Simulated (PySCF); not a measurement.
## MC cations for M along group 12

CCSD(T) with double-zeta basis sets in PySCF, for the lowest determinant that a PBE0 search found; no spin–orbit coupling. De refers to high-spin ground-configuration atoms (the charge goes to the atom of lower measured ionisation energy or higher electron affinity, which is not always the lowest computed limit).

```json
{"M": "Zn", "basis": "def2-SVP", "reference, frozen orbitals": "ROHF, 6", "charged atom": "Zn+", "state (unpaired electrons)": "doublet (π ↑)", "Re (Å)": "2.172", "ωe (cm⁻¹)": "386", "De (eV)": "1.32"}
{"M": "Cd", "basis": "cc-pVDZ-PP/cc-pVDZ", "reference, frozen orbitals": "ROHF, 1", "charged atom": "Cd+", "state (unpaired electrons)": "doublet (π ↑)", "Re (Å)": "2.326", "ωe (cm⁻¹)": "336", "De (eV)": "1.15"}
{"M": "Hg", "basis": "def2-SVP", "reference, frozen orbitals": "UHF, 1", "charged atom": "Hg+", "state (unpaired electrons)": "doublet (π ↑)", "Re (Å)": "2.210", "ωe (cm⁻¹)": "379", "De (eV)": "1.67"}
```

The shortest bond is that of ZnC⁺ (2.172 Å), the longest that of CdC⁺ (2.326 Å).

The rows differ in basis set, which adds steps of its own.

Down a group the atoms grow and get heavier, so bonds lengthen and wavenumbers fall; the exceptions here are the shorter bond at Hg and the higher wavenumber at Hg. Relativity and the filled 4f shell contract the atoms of the sixth period.

Correlated steps freeze the inner cores (1 to 6 orbitals); shallow outer-core shells are correlated. UHF and ROHF references stand side by side, which adds small steps between rows. Correlated levels converge slowly with the basis: in double zeta they bind strong bonds too weakly, by up to about 1 eV, and carry superposition errors of some tenths. These are scalar-relativistic numbers at best; spin–orbit coupling would shift them, the dissociation energy most. For an ion De counts to the pair picked by the measured ionisation energies or electron affinities, which need not be the lowest pair at this level. States were picked by a PBE0 search and need not be the measured ground states.
